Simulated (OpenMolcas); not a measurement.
Sc2+ (d1) among equal point charges was computed by CASSCF with the d shell active (OpenMolcas, ANO-RCC-VTZP on the metal). Its lowest spin-free states, and all those of the highest spin:

```
2S+1  Degeneracy  E (cm-1)
   2           2       0.0
   2           3      1884
```

Is the site octahedral, tetrahedral or cube-like, axial, or of lower symmetry?

The states with 2S+1 = 2 have orbital degeneracies 2, 3. Threefold states need a cubic site. For d1 at this spin an octahedron puts the threefold T2 below the twofold E and a tetrahedron or cube puts the twofold E below the threefold T2, so the site is a tetrahedron or a cube, which this pattern cannot tell apart. The first gap at this spin, 1880 cm-1, is |10Dq| in ligand-field theory. The run had Sc2+ among 4 point charges of -1 e arranged as a tetrahedron (Td), 2.12 Å from the ion.

An orbital doublet at a regular site is open to a Jahn-Teller distortion, which this geometry leaves out. The ground term spreads over less than 5000 cm-1, several times less than with real ligands, so orbital moments are less quenched and χT lies further from the spin-only value than at real sites. This is an electrostatic model: the charges have no orbitals. No measured value stands beside these numbers.
